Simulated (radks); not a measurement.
Q: Spherical quantum dot in the effective-mass picture: electrons in a parabolic well V = omega^2 r^2 / 2 with omega = 0.0671, all in effective atomic units (hartree* = m*/eps^2 hartree, bohr* = eps/m* bohr), one dielectric constant everywhere. Method: non-relativistic Kohn-Sham, LDA (Slater exchange, Perdew-Wang correlation), spin-polarised, spherical densities; computed with a radial shooting solver with Libxc functionals. Levels are named by radial order and angular momentum (1s, 1p, 1d, 2s, ...), and open shells are averaged over m. Results are scaled to m* = 0.3 and eps = 4.5, for which hartree* = 403.1 meV and bohr* = 0.7938 nm. At N = 6 the configuration is 1s2 1p(up 3, down 1). Does electron 7 go into 1d up or 1d down or 1p down?

A: Into 1p down. The total energies of the other choices lie higher by 8.64 meV (1d up), 11.8 meV (1d down).
